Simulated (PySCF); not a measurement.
A run for PySCF: R-BP86/6-31G* on BFH4O (a complex).

```python
from pyscf import gto, scf, dft, mp
from pyscf.data.elements import chemcore

mol = gto.M(
    atom='''
    B    -0.32077891    0.54307438    1.32237923
    F    -0.58585563   -0.69212587    0.77599864
    H     0.71386174    1.04776723    0.98142700
    H    -1.28113066    1.23265026    1.53135889
    O     0.10057976    0.11061062    2.99652586
    H     0.84536057   -0.50681310    2.97044477
    H    -0.64738117   -0.36728097    3.38221491
    ''',
    basis='6-31g*',
    cart=True,
    charge=0, spin=0, verbose=3, max_memory=1800)
mf = dft.RKS(mol, xc='b88,p86')
mf.conv_tol = 1e-8
mf.max_cycle = 100
mf.kernel()
if not mf.converged:
    mf = mf.newton().run(mf.mo_coeff, mf.mo_occ)
```

It printed:

```
converged SCF energy = -202.340449213222
```

The run converged.

Cost: roughly 3.0 core-seconds.
